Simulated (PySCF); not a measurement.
C2H4ClFSi2, SMILES [Si@H](F)(C#C)[SiH2]Cl.

Geometry: PBE-D3(BJ)/def2-SVP. The structure was generated by enumeration; whether it is a known compound was not checked. Other conformers were not sampled.

Two levels are set side by side: PBE/def2-TZVP (PySCF) and M06-2X/def2-TZVP (PySCF). Same geometry, gas phase. Differences are taken from unrounded values.

```json
[
 {"quantity": "orbital gap (eV)", "M06-2X": "8.66", "PBE": "4.61", "PBE minus M06-2X": "-4.05"},
 {"quantity": "highest occupied level (eV)", "M06-2X": "-9.21", "PBE": "-6.91", "PBE minus M06-2X": "2.29"},
 {"quantity": "lowest empty level (eV)", "M06-2X": "-0.54", "PBE": "-2.30", "PBE minus M06-2X": "-1.75"},
 {"quantity": "dipole moment (D)", "M06-2X": "2.30", "PBE": "2.01", "PBE minus M06-2X": "-0.30"},
 {"quantity": "mean polarisability (bohr³)", "M06-2X": "83.9", "PBE": "88.5", "PBE minus M06-2X": "4.6"}
]
```

PBE's occupied levels lie high since its potential decays too fast outside the molecule; exact exchange lowers them and widens the gap. Loosely held outer electrons make PBE densities more polarisable. Differences between two approximate levels are no errors against the true value.

Rough cost on one machine, each run with all the roots and properties that it gave: M06-2X against PBE about 3 times.
